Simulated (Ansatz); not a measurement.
Frontier orbitals of F₃H₂O₂Ta, SMILES `[OH][Ta]([OH])([F])([F])[F]`.

```tsv
atom	x (Å)	y (Å)	z (Å)
O1	-1.092	-0.097	1.293
Ta2	-0.234	-0.202	-0.379
O3	1.353	0.625	0.209
F4	-1.732	-1.045	-1.149
F5	0.716	-1.772	-0.744
F6	-0.534	1.210	-1.570
H7	-0.705	0.284	2.084
H8	2.229	0.997	0.256
```

Total charge 0; spin multiplicity 1. Correlated methods include outer-core shells of Ta, which these sets cover unevenly. Ta: def2 effective core potential. All single points use the PBE0-D4/def2-TZVP geometry. It is one conformer, not always the lowest. Basis def2-TZVPP, Ansatz 0.2.0.

Orbital energies of one run (eV). Highest occupied ones, from the top: -10.21, -10.23, -10.66, -11.09, -11.29, -11.54, -12.10, -12.15, -12.46, -12.96, -13.37, -13.45, -13.78, -15.29. Empty: -1.52, -1.21, -0.36, -0.26, -0.06, 0.97.

Q: Which functional gave them?
A. PBE0
B. revPBE
C. LDA (SPW92)
D. r2SCANh

A: A. HOMO energies: PBE0 -10.21, LDA (SPW92) -8.66, r2SCANh -9.50, revPBE -8.29 eV.
